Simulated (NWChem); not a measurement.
Program: NWChem. System: HIOSi, charge 0, spin multiplicity 1, at a geometry optimised with PBE0/def2-SVP with def2 effective core potentials on I. The structure started from a generated list of species. Level: B3LYP/def2-SVPD with def2 effective core potentials on I, VWN1-RPA local correlation.

Output (cleaned and shortened):

```
             Northwest Computational Chemistry Package (NWChem) 7.3.0
             --------------------------------------------------------

                                NWChem Input Module
                                -------------------

 Scaling coordinates for geometry "geometry" by  1.889725989
 (inverse scale =  0.529177249)

 Turning off AUTOSYM since
 SYMMETRY directive was detected!

                             Geometry "geometry" -> ""
                             -------------------------

 Output coordinates in angstroms (scale by  1.889725989 to convert to a.u.)

  No.       Tag          Charge          X              Y              Z
 ---- ---------------- ---------- -------------- -------------- --------------
    1 Si                  14.0000    -1.13476000    -1.27454600     0.00000000
    2 I                   53.0000     0.29663000     0.76796400     0.00000000
    3 O                    8.0000     0.05466800    -2.43882400     0.00000000
    4 H                    1.0000    -0.27209000    -3.34786700     0.00000000

 Effective nuclear repulsion energy (a.u.)     277.2386591936

            Nuclear Dipole moment (a.u.)
            ----------------------------
        X                 Y               Z
 ---------------- ---------------- ----------------
     0.0000075589    -0.0000207870     0.0000000000

      Symmetry information
      --------------------

 Group name             Cs
 Group number              2
 Group order               2
 No. of unique centers     4

      Symmetry unique atoms

     1    2    3    4


 Summary of "ao basis" -> "" (spherical)
 ------------------------------------------------------------------------------
       Tag                 Description            Shells   Functions and Types
 ---------------- ------------------------------  ------  ---------------------
 *                         def2-svpd                  on all atoms

                                 NWChem DFT Module
                                 -----------------

 Summary of "ao basis" -> "ao basis" (spherical)
 ------------------------------------------------------------------------------
       Tag                 Description            Shells   Functions and Types
 ---------------- ------------------------------  ------  ---------------------
 Si                        def2-svpd                10       24   5s3p2d
 I                         def2-svpd                13       35   5s5p3d
[...]
 Vector   23  Occ=2.000000D+00  E=-2.750040D-01  Symmetry=a'
              MO Center= -5.2D-02,  3.7D-01,  1.4D-16, r^2= 3.1D+00
   Bfn.  Coefficient  Atom+Function         Bfn.  Coefficient  Atom+Function
  ----- ------------  ---------------      ----- ------------  ---------------
    37      0.483664  2 I  py                40      0.385960  2 I  py
    36     -0.289497  2 I  px                39     -0.243854  2 I  px
    34     -0.193293  2 I  py                12     -0.192088  1 Si px
     3      0.176054  1 Si s                 31     -0.156929  2 I  py
     9     -0.147198  1 Si px                64      0.124464  3 O  px

 Vector   24  Occ=2.000000D+00  E=-2.543398D-01  Symmetry=a'
              MO Center= -5.9D-01, -4.4D-01, -1.7D-15, r^2= 4.4D+00
   Bfn.  Coefficient  Atom+Function         Bfn.  Coefficient  Atom+Function
  ----- ------------  ---------------      ----- ------------  ---------------
    36      0.449850  2 I  px                39      0.389878  2 I  px
     3      0.367863  1 Si s                  4      0.254426  1 Si s
     9     -0.226334  1 Si px                 2      0.210570  1 Si s
    12     -0.204889  1 Si px                64      0.201266  3 O  px
    33     -0.179994  2 I  px                30     -0.145888  2 I  px

 Vector   25  Occ=0.000000D+00  E=-9.455196D-02  Symmetry=a"
              MO Center= -1.0D+00, -1.1D+00,  1.4D-15, r^2= 3.4D+00
   Bfn.  Coefficient  Atom+Function         Bfn.  Coefficient  Atom+Function
  ----- ------------  ---------------      ----- ------------  ---------------
    14      0.626711  1 Si pz                11      0.413129  1 Si pz
    66     -0.221538  3 O  pz                 8     -0.209455  1 Si pz
    41     -0.203364  2 I  pz                38     -0.199482  2 I  pz
    69     -0.185686  3 O  pz                23      0.102945  1 Si d  1
    35      0.077430  2 I  pz                56     -0.074185  2 I  d -1

 Vector   26  Occ=0.000000D+00  E=-3.321611D-02  Symmetry=a'
              MO Center= -8.6D-01, -1.3D+00, -1.6D-15, r^2= 7.4D+00
   Bfn.  Coefficient  Atom+Function         Bfn.  Coefficient  Atom+Function
  ----- ------------  ---------------      ----- ------------  ---------------
     5      0.751604  1 Si s                  4     -0.541103  1 Si s
    63      0.447959  3 O  s                 13     -0.407158  1 Si py
    84     -0.353357  4 H  s                 10     -0.300776  1 Si py
    29     -0.299402  2 I  s                 71     -0.247500  3 O  py
    27      0.226602  2 I  s                  3     -0.218254  1 Si s

 Vector   27  Occ=0.000000D+00  E=-1.273758D-02  Symmetry=a'
              MO Center= -3.3D-01, -1.5D+00, -9.3D-15, r^2= 8.8D+00
   Bfn.  Coefficient  Atom+Function         Bfn.  Coefficient  Atom+Function
  ----- ------------  ---------------      ----- ------------  ---------------
    63      0.704230  3 O  s                 71     -0.544393  3 O  py
    84     -0.476141  4 H  s                 12      0.451205  1 Si px
    29      0.342501  2 I  s                 28     -0.290527  2 I  s
    89     -0.258588  4 H  py                42      0.248900  2 I  px
     9      0.247396  1 Si px                 3      0.216416  1 Si s

 center of mass
 --------------
 x =   0.07141503 y =   0.21344858 z =   0.00000000

 moments of inertia (a.u.)
 ------------------
         801.804155918879        -240.771976246229           0.000000000000
        -240.771976246229         168.083443005186           0.000000000000
           0.000000000000           0.000000000000         969.887598924064

     Multipole analysis of the density
     ---------------------------------

     L   x y z        total         alpha         beta         nuclear
     -   - - -        -----         -----         ----         -------
     0   0 0 0     -0.000000    -24.000000    -24.000000     48.000000

     1   1 0 0     -0.484497      7.605440      7.605440    -15.695376
     1   0 1 0     -0.928797     19.852993     19.852993    -40.634784
     1   0 0 1     -0.000000     -0.000000     -0.000000      0.000000

     2   2 0 0    -35.375450    -53.979022    -53.979022     72.582594
     2   1 1 0      2.852333    -44.618420    -44.618420     92.089173
     2   1 0 1     -0.000000     -0.000000     -0.000000      0.000000
     2   0 2 0    -27.773841   -185.794164   -185.794164    343.814488
     2   0 1 1     -0.000000     -0.000000     -0.000000      0.000000
     2   0 0 2    -33.820871    -16.910435    -16.910435      0.000000

 Task  times  cpu:        2.2s     wall:        2.2s

 Total times  cpu:        2.3s     wall:        2.3s
```

Question: Write an NWChem input that would produce this output.

Answer: Several could match; the one computed here: 
```
start mol
memory heap 200 mb stack 900 mb global 1100 mb
geometry units angstroms nocenter noautoz
  Si    -1.134760    -1.274546     0.000000
  I      0.296630     0.767964     0.000000
  O      0.054668    -2.438824     0.000000
  H     -0.272090    -3.347867     0.000000
  symmetry group Cs
end
basis spherical
  * library def2-svpd
end
ecp
  I library def2-ecp
end
dft
  xc b3lyp
  semidirect memsize 60000000 filesize 0
  iterations 100
end
task dft energy
```
